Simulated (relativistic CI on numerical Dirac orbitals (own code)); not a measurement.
Crystal-field levels of Co2+, 3d7

Calculated by Dirac-Coulomb-Breit CI, separate exchange-only KLI orbitals for each configuration, model QED, valence Slater integrals scaled by 0.7, one configuration in a parametric crystal field (own radial code).

Field parameters in Wybourne normalisation: D4h B²₀ = −7Ds, B⁴₀ = 21(Dq − Dt), B⁴₄ = 21√(5/14) Dq. The field is a parameter set, without covalency.

S and J are read from ⟨S²⟩ = S(S + 1) and ⟨J²⟩ = J(J + 1) of each level; they are not fictitious spins.

D4h, 10Dq = 9900, Ds = -1500, Dt = -420 cm⁻¹, the lowest 10 levels:

| E (cm⁻¹) | Degeneracy | Irrep | S | J |
| --- | --- | --- | --- | --- |
| 0.0 | 2 | Γ6 | 1.50 | 4.14 |
| 145 | 2 | Γ7 | 1.14 | 3.57 |
| 292 | 2 | Γ6 | 1.50 | 3.77 |
| 666 | 2 | Γ7 | 1.46 | 3.27 |
| 1484 | 2 | Γ7 | 1.07 | 3.56 |
| 2163 | 2 | Γ6 | 1.49 | 3.44 |
| 2219 | 2 | Γ7 | 1.50 | 3.39 |
| 8390 | 2 | Γ6 | 0.51 | 4.05 |
| 9676 | 2 | Γ7 | 1.07 | 3.65 |
| 10203 | 2 | Γ6 | 1.50 | 3.51 |

Principal g values of the ground doublet: 1.06, 1.06, 9.18.

D4h, 10Dq = 9900, Ds = -1090, Dt = -420 cm⁻¹, the lowest 16 levels:

| E (cm⁻¹) | Degeneracy | Irrep | S | J |
| --- | --- | --- | --- | --- |
| 0.0 | 2 | Γ6 | 1.50 | 4.19 |
| 286 | 2 | Γ6 | 1.50 | 3.83 |
| 291 | 2 | Γ7 | 1.30 | 3.54 |
| 668 | 2 | Γ7 | 1.44 | 3.32 |
| 1302 | 2 | Γ6 | 1.49 | 3.28 |
| 1342 | 2 | Γ7 | 1.48 | 3.24 |
| 1755 | 2 | Γ7 | 0.94 | 3.68 |
| 7337 | 2 | Γ6 | 0.52 | 4.05 |
| 9755 | 2 | Γ7 | 1.23 | 3.56 |
| 10071 | 2 | Γ6 | 1.50 | 3.53 |
| 10105 | 2 | Γ6 | 1.50 | 3.42 |
| 10202 | 2 | Γ7 | 1.49 | 3.34 |
| 11147 | 2 | Γ7 | 0.92 | 3.75 |
| 13544 | 2 | Γ6 | 0.83 | 4.29 |
| 13580 | 2 | Γ7 | 0.59 | 4.39 |
| 14319 | 2 | Γ7 | 1.44 | 3.52 |

Principal g values of the ground doublet: 1.89, 1.89, 8.36.

D4h, 10Dq = 9900, Ds = -680, Dt = -420 cm⁻¹, the lowest 16 levels:

```
E (cm⁻¹)  Degeneracy  Irrep     S     J
     0.0           2     Γ6  1.50  4.24
     267           2     Γ7  1.48  3.81
     374           2     Γ6  1.50  3.87
     708           2     Γ7  1.34  3.18
     799           2     Γ6  1.49  3.14
    1014           2     Γ7  1.49  2.92
    2225           2     Γ7  0.80  3.82
    6442           2     Γ6  0.52  4.06
    9899           2     Γ7  1.34  3.50
   10076           2     Γ6  1.50  3.55
   10109           2     Γ6  1.50  3.45
   10219           2     Γ7  1.49  3.34
   11516           2     Γ7  0.78  3.81
   13715           2     Γ6  1.18  3.95
   13949           2     Γ7  1.17  3.84
   14325           2     Γ7  0.98  4.13
```

Principal g values of the ground doublet: 3.85, 4.59, 4.59.

The free-ion ground term has S = 3/2. Every field shown keeps that spin.

Levels of this model without a field, named by their leading LS term (the scale mimics covalency, so terms lie below those of the real free ion): ⁴F9/2 0, ⁴F7/2 811, ⁴F5/2 1396, ⁴F3/2 1792, ²G9/2 13525, ⁴P5/2 13651, ⁴P3/2 13857, ⁴P1/2 14232 cm⁻¹.
